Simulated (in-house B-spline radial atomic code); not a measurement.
Orbital energies and mean radii along the 63-electron series, configuration 1s2 2s2 2p6 3s2 3p6 3d10 4s2 4p6 4d10 4f5/2(6) 4f7/2(3) 5s2 5p6. The effective charge is n√(-2ε), a non-relativistic measure. Computed with a B-spline radial code for spherical atoms: Dirac-Hartree-Fock, jj configuration that fills j = l - 1/2 first, finite nuclei.

```json
{"ion": "Tb2+", "Z": "65", "energy of 5s1/2 (Eh)": "-2.6314", "mean radius of 5s1/2 (bohr)": "1.3543", "energy of 4f5/2 (Eh)": "-1.0078", "mean radius of 4f5/2 (bohr)": "0.84447", "energy of 4f7/2 (Eh)": "-0.90402", "mean radius of 4f7/2 (bohr)": "0.87543", "energy of 4d3/2 (Eh)": "-6.9923", "mean radius of 4d3/2 (bohr)": "0.62047", "effective charge of 5s1/2": "11.47"}
{"ion": "Dy3+", "Z": "66", "energy of 5s1/2 (Eh)": "-3.2888", "mean radius of 5s1/2 (bohr)": "1.2974", "energy of 4f5/2 (Eh)": "-1.7409", "mean radius of 4f5/2 (bohr)": "0.77467", "energy of 4f7/2 (Eh)": "-1.6291", "mean radius of 4f7/2 (bohr)": "0.79443", "energy of 4d3/2 (Eh)": "-7.9934", "mean radius of 4d3/2 (bohr)": "0.60357", "effective charge of 5s1/2": "12.824"}
{"ion": "Ho4+", "Z": "67", "energy of 5s1/2 (Eh)": "-4.0158", "mean radius of 5s1/2 (bohr)": "1.2431", "energy of 4f5/2 (Eh)": "-2.5752", "mean radius of 4f5/2 (bohr)": "0.72179", "energy of 4f7/2 (Eh)": "-2.4535", "mean radius of 4f7/2 (bohr)": "0.73672", "energy of 4d3/2 (Eh)": "-9.1023", "mean radius of 4d3/2 (bohr)": "0.58708", "effective charge of 5s1/2": "14.17"}
```
